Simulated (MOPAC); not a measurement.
MOPAC input (PM3):

```
PM3 1SCF UHF MS=0.5 GEO-OK AUX(PRECISION=9) THREADS=1
H4NO3Si

N    -1.48290600 1   -0.71324300 1   -0.07058700 1
Si    0.08291600 1    0.01954000 1    0.01988300 1
O     0.40891500 1   -0.38289200 1    1.54946200 1
O     0.01924000 1    1.62904900 1   -0.27892900 1
O     1.03505200 1   -0.66239400 1   -1.11309700 1
H    -1.55298900 1   -1.71410600 1   -0.19121400 1
H    -2.24869000 1   -0.35420100 1    0.48098500 1
H    -0.04985500 1    2.21288900 1    0.48054500 1
H     1.36540000 1   -0.09554100 1   -1.81406100 1
```

Output:

```
 *******************************************************************************
 **                                                                           **
 **                              MOPAC v23.2.5                                **
 **                                                                           **
 *******************************************************************************
 ** MOPAC's Digital Object Identifier: https://doi.org/10.5281/zenodo.6511958 **
 **                                                                           **
 ** Please cite the open-source release paper for use of this MOPAC version:  **
 ** J. E. Moussa and J. J. P. Stewart (2026)                                  **
 ** MOPAC: An open-source semiempirical molecular orbital program             **
 ** J. Open Source Softw., 11(119), 8025, https://doi.org/10.21105/joss.08025 **
 *******************************************************************************

                              PM3 CALCULATION RESULTS

 *******************************************************************************
 *  PM3        - The PM3 Hamiltonian to be used
 *  GEO-OK     - OVERRIDE INTERATOMIC DISTANCE AND OTHER SAFETY CHECKS
 *  UHF        - UNRESTRICTED HARTREE-FOCK CALCULATION
 *  MS=        - IN MECI, MAGNETIC COMPONENT OF SPIN =  0.5
 *  1SCF       - DO 1 SCF AND THEN STOP
 *  AUX        - OUTPUT AUXILIARY INFORMATION
 *******************************************************************************
PM3 1SCF UHF MS=0.5 GEO-OK AUX(PRECISION=9) THREADS=1
 H4NO3Si

   ATOM   CHEMICAL          X               Y               Z
  NUMBER   SYMBOL      (ANGSTROMS)     (ANGSTROMS)     (ANGSTROMS)

     1       N         -1.48290600  *  -0.71324300  *  -0.07058700  *
     2      Si          0.08291600  *   0.01954000  *   0.01988300  *
     3       O          0.40891500  *  -0.38289200  *   1.54946200  *
     4       O          0.01924000  *   1.62904900  *  -0.27892900  *
     5       O          1.03505200  *  -0.66239400  *  -1.11309700  *
     6       H         -1.55298900  *  -1.71410600  *  -0.19121400  *
     7       H         -2.24869000  *  -0.35420100  *   0.48098500  *
     8       H         -0.04985500  *   2.21288900  *   0.48054500  *
     9       H          1.36540000  *  -0.09554100  *  -1.81406100  *

          CARTESIAN COORDINATES

    NO.       ATOM           X           Y           Z

     1         N         -1.4829     -0.7132     -0.0706
     2        Si          0.0829      0.0195      0.0199
     3         O          0.4089     -0.3829      1.5495
     4         O          0.0192      1.6290     -0.2789
     5         O          1.0351     -0.6624     -1.1131
     6         H         -1.5530     -1.7141     -0.1912
     7         H         -2.2487     -0.3542      0.4810
     8         H         -0.0499      2.2129      0.4805
     9         H          1.3654     -0.0955     -1.8141

  H: (PM3): J. J. P. STEWART, J. COMP. CHEM. 10, 209 (1989).
  N: (PM3): J. J. P. STEWART, J. COMP. CHEM. 10, 209 (1989).
  O: (PM3): J. J. P. STEWART, J. COMP. CHEM. 10, 209 (1989).
 Si: (PM3): J. J. P. STEWART, J. COMP. CHEM. 10, 209 (1989).

           Empirical Formula: H4 N O3 Si  =     9 atoms

      MOLECULAR POINT GROUP   :   C1

          UHF CALCULATION, NO. OF ALPHA ELECTRONS =   16
                           NO. OF BETA  ELECTRONS =   15

 -------------------------------------------------------------------------------
 PM3 1SCF UHF MS=0.5 GEO-OK AUX(PRECISION=9) THREADS=1
 H4NO3Si

     1SCF WAS SPECIFIED, SO BFGS WAS NOT USED
     SCF FIELD WAS ACHIEVED

                              PM3 CALCULATION
                                                       MOPAC v23.2.5 Linux

          FINAL HEAT OF FORMATION =       -192.61091 KCAL/MOL =    -805.88403 KJ/MOL

          COSMO AREA              =        109.50 SQUARE ANGSTROMS
          COSMO VOLUME            =         95.76 CUBIC ANGSTROMS

          IONIZATION POTENTIAL    =          8.664210 EV
          ALPHA SOMO LUMO (EV)    =         -9.165  1.393
          BETA  SOMO LUMO (EV)    =         -8.664 -0.608
          NO. OF ALPHA ELECTRONS  =         16
          NO. OF BETA  ELECTRONS  =         15
          MOLECULAR WEIGHT        =         94.1220         POINT GROUP:  C1

          MOLECULAR DIMENSIONS (Angstroms)

            Atom       Atom       Distance
            H     9    H     7     4.28903
            H     8    H     6     4.10162
            O     4    O     3     2.31035

          SCF CALCULATIONS        =          1

   ATOM   CHEMICAL          X               Y               Z
  NUMBER   SYMBOL      (ANGSTROMS)     (ANGSTROMS)     (ANGSTROMS)

     1       N         -1.48290600  *  -0.71324300  *  -0.07058700  *
     2      Si          0.08291600  *   0.01954000  *   0.01988300  *
     3       O          0.40891500  *  -0.38289200  *   1.54946200  *
     4       O          0.01924000  *   1.62904900  *  -0.27892900  *
     5       O          1.03505200  *  -0.66239400  *  -1.11309700  *
     6       H         -1.55298900  *  -1.71410600  *  -0.19121400  *
     7       H         -2.24869000  *  -0.35420100  *   0.48098500  *
     8       H         -0.04985500  *   2.21288900  *   0.48054500  *
     9       H          1.36540000  *  -0.09554100  *  -1.81406100  *

                             CARTESIAN COORDINATES

   1    N       -1.482906000    -0.713243000    -0.070587000
   2   Si        0.082916000     0.019540000     0.019883000
   3    O        0.408915000    -0.382892000     1.549462000
   4    O        0.019240000     1.629049000    -0.278929000
   5    O        1.035052000    -0.662394000    -1.113097000
   6    H       -1.552989000    -1.714106000    -0.191214000
   7    H       -2.248690000    -0.354201000     0.480985000
   8    H       -0.049855000     2.212889000     0.480545000
   9    H        1.365400000    -0.095541000    -1.814061000

           Empirical Formula: H4 N O3 Si  =     9 atoms

      MOLECULAR POINT GROUP   :   C1

          ALPHA EIGENVALUES
 -35.81626 -35.49332 -32.51583 -27.61110 -17.00045 -16.76920 -15.31263 -14.62246
 -14.36005 -12.92794 -12.63518 -12.09243 -11.44171 -11.24984 -10.98979  -9.16488
   1.39272   1.97199   2.02753   2.42718   4.81246   5.36573   5.75995   5.99295

           BETA EIGENVALUES
 -35.81760 -35.49830 -32.07306 -27.47345 -16.97541 -16.75127 -15.11455 -14.23975
 -14.07393 -12.52021 -12.15307 -11.39715 -10.96752 -10.87052  -8.66421  -0.60791
   1.59009   2.00330   2.16371   2.95151   4.88360   5.36453   5.77223   6.02239

              NET ATOMIC CHARGES AND DIPOLE CONTRIBUTIONS

  ATOM NO.   TYPE          CHARGE      No. of ELECS.   s-Pop       p-Pop
    1          N          -0.194944        5.1949     1.39573     3.79922
    2         Si           1.095025        2.9050     0.87476     2.03021
    3          O          -0.395846        6.3958     1.87838     4.51747
    4          O          -0.522416        6.5224     1.75851     4.76390
    5          O          -0.494217        6.4942     1.75063     4.74359
    6          H           0.048993        0.9510     0.95101
    7          H           0.042255        0.9577     0.95775
    8          H           0.206820        0.7932     0.79318
    9          H           0.214331        0.7857     0.78567
 DIPOLE           X         Y         Z       TOTAL
 POINT-CHG.    -0.924     0.608    -0.771     1.348
 HYBRID         0.124     0.338     0.772     0.851
 SUM           -0.800     0.946     0.001     1.239

          ATOMIC ORBITAL ELECTRON POPULATIONS

     Atom    s        px        py        pz
    1  N   1.39573   1.09208   1.08388   1.62325
    2 Si   0.87476   0.72811   0.65076   0.65134
    3  O   1.87838   1.18564   1.75760   1.57423
    4  O   1.75851   1.92055   1.36768   1.47568
    5  O   1.75063   1.72763   1.56885   1.44711
    6  H   0.95101
    7  H   0.95775
    8  H   0.79318
    9  H   0.78567

                    (SZ)    =    0.500000
                    (S**2)  =    0.767220

          ATOMIC ORBITAL SPIN POPULATIONS

    Atom   Total    s     px     py     pz
         Atomic
    1  N  0.1678  0.001  0.092  0.000  0.075
    2 Si -0.0901 -0.019 -0.036 -0.019 -0.017
    3  O  0.9272 -0.002  0.749  0.141  0.039
    4  O -0.0031 -0.000 -0.003  0.001 -0.001
    5  O  0.0055 -0.001  0.000  0.005  0.001
    6  H -0.0023 -0.002
    7  H -0.0031 -0.003
    8  H -0.0000 -0.000
    9  H -0.0018 -0.002

 **********************
 *                    *
 * JOB ENDED NORMALLY *
 *                    *
 **********************

 == MOPAC DONE ==
```

The geometry given is a B3LYP-D3(BJ)/def2-TZVP minimum.
